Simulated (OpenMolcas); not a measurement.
**Exact exchange and the HOMO–LUMO gap of C2H4GaN**

C2H4GaN has 8 atoms, charge 0, and is taken as a singlet. SMILES: `N=C=[CH][GaH2]`. The shape is that of a PBE0-D4/def2-TZVP optimisation.

The HOMO–LUMO gap y, in eV, basis def2-SVP; a is the functional's share of exact exchange. Programs: OpenMolcas 26.06.

| functional | program | a | y (eV) |
| --- | --- | --- | --- |
| revPBE | OpenMolcas | 0 | 3.75 |
| PBE | OpenMolcas | 0 | 3.71 |
| B3LYP | OpenMolcas | 0.2 | ? |
| PBE0 | OpenMolcas | 0.25 | 5.59 |
| BHLYP | OpenMolcas | 0.5 | 7.32 |

Task: Fit y = c + s·a to the known rows and predict B3LYP.

Result: 
1. Means of the 4 rows: a = 0.1875, y = 5.093.
2. Σ(Δa)² = 0.17188, Σ(Δa·Δy) = 1.2381, so the slope is 1.2381/0.17188 = 7.2033.
3. Intercept: 5.093 − (7.2033) × 0.1875 = 3.742. The largest residual of the fit is 0.047.
4. B3LYP: 3.742 + (7.2033) × 0.2 = 5.18 eV.

The run gave 5.10 eV, so the prediction is off by +0.08 eV, more than the largest residual. Exact exchange lowers occupied levels and raises empty ones.
